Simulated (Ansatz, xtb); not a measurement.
**Two isomers of C2H7ClSi2**

Structure a: `[SiH3]/C=C/[SiH2]Cl`, a singlet. Structure b: `Cl[Si@@H]1CC[SiH2]1`, a singlet. Both are isolated molecules in the gas phase, relaxed with r2SCAN-D4/def2-SVP; the shapes shown needn't be the lowest conformers.

a (Å):

```xyz
12

C    -0.9492   -1.0678   -0.3908
C     0.1911   -0.4004   -0.6724
Cl    0.9733    1.8140   -2.8877
Si   -1.6398   -1.3059    1.3386
Si    0.8473   -0.2058   -2.4061
H    -0.7333   -0.6428    2.3215
H    -1.7483   -2.7629    1.6564
H    -3.0097   -0.7156    1.4351
H    -1.5168   -1.5019   -1.2305
H     0.7642    0.0449    0.1563
H     2.2219   -0.7668   -2.5355
H    -0.0835   -0.8726   -3.3584
```

b (Å):

| atom | x (Å) | y (Å) | z (Å) |
| --- | --- | --- | --- |
| C | -0.4170 | 1.1622 | 0.1582 |
| C | 0.1116 | -0.2035 | -0.3763 |
| Cl | -3.5419 | 2.3804 | -0.4401 |
| Si | -2.2726 | 0.7785 | -0.0441 |
| Si | -1.2815 | -0.6054 | -1.6427 |
| H | -2.8253 | 0.0586 | 1.1429 |
| H | -0.1510 | 1.9741 | -0.5416 |
| H | -0.0435 | 1.4479 | 1.1556 |
| H | 0.0921 | -0.9642 | 0.4242 |
| H | 1.1446 | -0.1664 | -0.7612 |
| H | -1.6204 | -2.0388 | -1.8943 |
| H | -1.0424 | 0.0921 | -2.9435 |

Task: Estimate which is lower in electronic energy at CCSD(T)/def2-SVP + ΔMP2/def2-TZVPP, and by roughly how much.

Result: The CCSD(T)/def2-SVP + ΔMP2/def2-TZVPP calculation puts structure b lower, by 29.1 kJ/mol.

How the difference moves with the method:

```json
{"level": "GFN2-xTB", "geometry": "GFN2-xTB", "E(b) − E(a) (kJ/mol)": "+1.3", "departure from the last row (kJ/mol)": "+30.5", "job, with rough time for the two": "optimisation, 0.86 s"}
{"level": "HF/STO-3G", "geometry": "GFN2-xTB", "E(b) − E(a) (kJ/mol)": "−104.2", "departure from the last row (kJ/mol)": "−75.1", "job, with rough time for the two": "single point, 1.2 s"}
{"level": "r2SCAN-D4/def2-SVP//GFN2-xTB", "geometry": "GFN2-xTB", "E(b) − E(a) (kJ/mol)": "−44.1", "departure from the last row (kJ/mol)": "−14.9", "job, with rough time for the two": "single point, 6.6 s"}
{"level": "r2SCAN-D4/def2-SVP", "geometry": "r2SCAN-D4/def2-SVP", "E(b) − E(a) (kJ/mol)": "−49.2", "departure from the last row (kJ/mol)": "−20.0", "job, with rough time for the two": "optimisation, 74 s"}
{"level": "HF/def2-SVP", "geometry": "r2SCAN-D4/def2-SVP", "E(b) − E(a) (kJ/mol)": "+2.5", "departure from the last row (kJ/mol)": "+31.6", "job, with rough time for the two": "part of the CCSD(T) run"}
{"level": "MP2/def2-SVP", "geometry": "r2SCAN-D4/def2-SVP", "E(b) − E(a) (kJ/mol)": "−33.5", "departure from the last row (kJ/mol)": "−4.3", "job, with rough time for the two": "part of the CCSD(T) run"}
{"level": "CCSD(T)/def2-SVP", "geometry": "r2SCAN-D4/def2-SVP", "E(b) − E(a) (kJ/mol)": "−24.6", "departure from the last row (kJ/mol)": "+4.6", "job, with rough time for the two": "single point"}
{"level": "CCSD(T)/def2-SVP + ΔMP2/def2-TZVPP", "geometry": "r2SCAN-D4/def2-SVP", "E(b) − E(a) (kJ/mol)": "−29.1", "departure from the last row (kJ/mol)": "", "job, with rough time for the two": "single point, 53 s"}
```

As drawn, b has 1 C–C, 1 Si–Si, 2 C–H in place of 1 C=C, 2 Si–H. Structure a has no ring, b a 4-membered ring.

HF/def2-SVP puts the two in the other order. GFN2-xTB finds them nearly level. The largest departure from CCSD(T)/def2-SVP + ΔMP2/def2-TZVPP is that of HF/STO-3G, 75.1 kJ/mol. The last row adds to CCSD(T) the change of the MP2 difference between the two basis sets, here −4.6 kJ/mol.

With thermal terms from frequencies at re-optimised GFN2-xTB minima (ideal gas, soft modes damped towards free rotors, one conformer each, 298.15 K, 1 atm): the zero-point term adds +19.2 kJ/mol; ΔH is −13.2 and ΔG −4.7 kJ/mol.

The correlated steps freeze 17 core orbitals. Mirror images aren't counted in ΔG. Programs: Ansatz 0.2.0, xtb 6.7.1; the last row on 2 threads of Intel(R) Xeon(R) Processor @ 2.70GHz on a shared host.
